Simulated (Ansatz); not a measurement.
A calculation with Ansatz (development build ahead of 0.2.0).

```yaml
crystal:
  periodic: [false, false, false]
  atoms:
    - { symbol: Lu, position_ang: [0.0, 0.0, 0.0] }
    - { symbol: O, position_ang: [0.0, 0.0, 1.79] }
basis:
  gaussian: { orbitals: def2-TZVPP }
magnetization:
  spin_polarized: true
  initial_magnetization: 1
hamiltonian:
  xc: pbe
```

The input is written out in the form of the current development build from the run's settings. The basis set brings a core potential for Lu, so the total leaves out those core electrons.

Output:

| Item | Value |
| --- | --- |
| Converged | yes |
| Total energy | -1311.76081 hartree |
| Spin squared of the determinant | 0.751 |
| Stability test | minimum |
